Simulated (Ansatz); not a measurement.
Reaction (ligand exchange at the Si–C bond): `[SiH3]C[SiH]1CO1` + H₂S → `S[SiH]1CO1` + `C[SiH3]`

Gas-phase electronic energies from Ansatz, PBE0-D4/def2-TZVP geometries. CCSD(T)/CBS adds triple-zeta CCSD(T) − MP2 to the extrapolated MP2 energy (def2 sets, frozen cores). This one scheme is used for every species. DFT in def2-TZVPP. One conformer a species, not always the lowest.

| level | ΔE (kJ/mol) |
| --- | --- |
| PBE0 | -57.5 |
| SCS-MP2/def2-TZVPP | -52.6 |
| CCSD/def2-TZVPP | -50.0 |
| MP2/def2-QZVPP | -54.0 |

(1) What does CCSD(T)/CBS give? (An estimate is asked.)

Largest T1 diagnostic among the species: 0.013.

Answers

(1) Ansatz gave: -52.3 kJ/mol. The listed levels differ from it by -5.2, -0.3, 2.3, -1.7 kJ/mol.

The D4 term adds +4.4 kJ/mol with B3LYP and +2.8 kJ/mol with PBE0; it sums over pairs of atoms, weighted by their polarisabilities, and B3LYP, whose exchange is more repulsive, gets the larger term. In def2-TZVPP, CCSD(T) changes the Hartree–Fock value by +6.2 kJ/mol (the triples alone add −0.3 kJ/mol) and MP2 by +3.5 kJ/mol.

B3LYP here is the variant with VWN-RPA as its local correlation; programs differ in this.
